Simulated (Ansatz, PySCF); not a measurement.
CH5N2S, SMILES NC([NH3+])=S, charge +1.

The structure is a stationary point at B3LYP-D3(BJ)/def2-SVP. The isomer is the one that the SMILES or the coordinates give; other isomers of the formula were not compared. One conformer was computed; it need not be the lowest.

Vertical ionisation energy (IE) and electron affinity (EA) in eV. Rows of orbital energies are one-electron estimates. Where ΔSCF, EOM or ADC give a negative EA the extra electron is unbound and the value depends on the basis.

```json
[
 {"level": "−ε(HOMO), −ε(LUMO), ωB97X/def2-TZVP (PySCF)", "IE": "14.25", "EA": "4.30"},
 {"level": "−ε(HOMO), −ε(LUMO), PBE/def2-TZVP (PySCF)", "IE": "?", "EA": "?"},
 {"level": "ΔSCF, PBE0/def2-SVPD (Ansatz), final states of multiplicity 2 and 2", "IE": "14.28", "EA": "4.54"},
 {"level": "ΔSCF, PBE/def2-SVPD (Ansatz), final states of multiplicity 2 and 2", "IE": "14.29", "EA": "4.46"}
]
```

Some entries are withheld; supply them. (The exact figures need the calculation; the answer reports its results.)


- −ε(HOMO), −ε(LUMO), PBE/def2-TZVP (PySCF), IE: 10.69
- −ε(HOMO), −ε(LUMO), PBE/def2-TZVP (PySCF), EA: 7.38

What vertical singlet–triplet gap does ΔSCF give with PBE0/def2-SVPD (Ansatz, a program for electronic structure) and with PBE/def2-SVPD (Ansatz)? (The exact figures need the calculation; the answer reports its results.)

3.12 and 3.29 eV (triplet above singlet where positive).
